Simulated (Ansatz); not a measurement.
`[BH2][GeH2][C](C)=N` and `CC(=N)C[SeH]` differ in one atom or group.

Ansatz, PBE0-D4/def2-TZVP geometries, multiplicity 1. Each molecule was computed in one conformer, which needn't be the lowest.

Scalar relativity is left out up to krypton.

| property | `[BH2][GeH2][C](C)=N` |
| --- | --- |
| LUMO energy (B3LYP/def2-TZVPP) / eV | -2.78 |
| HOMO energy (PBE0/def2-TZVPP) / eV | -6.95 |
| size of the dipole moment (B3LYP/def2-TZVPP) / D | 1.74 |
| HOMO energy (PBE/def2-TZVPP) / eV | -5.77 |
| HOMO–LUMO gap (PBE0/def2-TZVPP) / eV | 4.38 |
| HOMO–LUMO gap (B3LYP/def2-TZVPP) / eV | 3.97 |

Problem. Give the same properties after the change, and the shifts. (An estimate is asked.)

Solution. The calculation gave: 
```
                                        property  `CC(=N)C[SeH]`  shift
             LUMO energy (B3LYP/def2-TZVPP) / eV           -0.79   1.99
              HOMO energy (PBE0/def2-TZVPP) / eV           -6.71   0.24
size of the dipole moment (B3LYP/def2-TZVPP) / D            2.71   0.97
               HOMO energy (PBE/def2-TZVPP) / eV           -5.53   0.24
            HOMO–LUMO gap (PBE0/def2-TZVPP) / eV            6.16   1.78
           HOMO–LUMO gap (B3LYP/def2-TZVPP) / eV            5.69   1.72
```

With PBE0 the HOMO rises by 0.24 eV and the LUMO rises by 2.03 eV, so the gap widens by about 1.79 eV. PBE moves the HOMO by 0.24 eV and ωB97M-V by 0.22 eV. Dipoles are sizes alone; their direction can turn.

B3LYP here is the variant with VWN-RPA as its local correlation; programs differ in this.

Spin–orbit coupling is left out; it splits and shifts lone-pair levels of the heavy atoms by tenths of an eV.
